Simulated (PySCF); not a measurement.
Level of theory: B3LYP-D3(BJ)/def2-TZVP (PySCF). Gas-phase values, no solvent. B3LYP has the VWN-RPA correlation part, as in Gaussian. Excitations are Tamm–Dancoff values on a coarser integration grid. The basis has no diffuse functions, so Rydberg states are missing or too high.

Reference species (SMILES): `[Br][Al]([Br])[Br]` (neutral, multiplicity 1).

```json
{
  "S1 oscillator strength": "0.000",
  "T1 excitation (TDA)": "5.22 eV"
}
```

Changed species: `[SiH3][Al]([SiH3])[Br]` (2 of 3 Br replaced by SiH3; the reference has 0 of 3 Br replaced by SiH3).

Question: Predict the effect on the S1 oscillator strength and T1 excitation (TDA).

Answer: the S1 oscillator strength hardly moves; the T1 excitation (TDA) falls by 2.13 eV, to 3.09 eV.
